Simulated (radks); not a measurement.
The numbers below are computed, except where a source is named.
Question: The mean radii <r> (bohr) of the occupied orbitals of an atom or ion are listed with their occupations. Code: a radial shooting solver on a logarithmic mesh with Libxc functionals. Model: scalar-relativistic Kohn-Sham, r2SCAN, spin-polarised, spherical densities, finite nucleus; meta-GGA in the generalised Kohn-Sham scheme; Fermi nuclear charge, rms radius of each element as measured or else 0.836 A^(1/3) + 0.57 fm.

orbital  occ.      <r>
1s down     1  0.01744
1s up       1  0.01744
2s up       1  0.07360
2s down     1  0.07360
2p up       3  0.06624
2p down     3  0.06624
3s up       1   0.1903
3s down     1   0.1903
3p up       3   0.1912
3p down     3   0.1912
3d up       5   0.1733
3d down     5   0.1733
4s up       1   0.4233
4s down     1   0.4234
4p up       3   0.4502
4p down     3   0.4502
4d up       5   0.4783
4d down     5   0.4783
5s up       1   0.9846
5s down     1   0.9790
4f up       7   0.5361
4f down     7   0.5341
5p up       3    1.138
5p down     3    1.130
5d up       5    1.603
5d down     2    1.625

Name the element and its charge. Open shells, if any, are filled with parallel spins first.

Answer: Z = 77, iridium, charge +2: Ir2+ in [Xe] 4f14 5d7. The 1s radius gives Z: for a bare nucleus <r> = (2 gamma + 1)/(2Z) with gamma = sqrt(1 - (Z/c)^2), 0.01724 bohr for Z = 77, and screening makes it slightly larger (0.01744 here). The occupations add up to 75, and the charge is Z minus that.
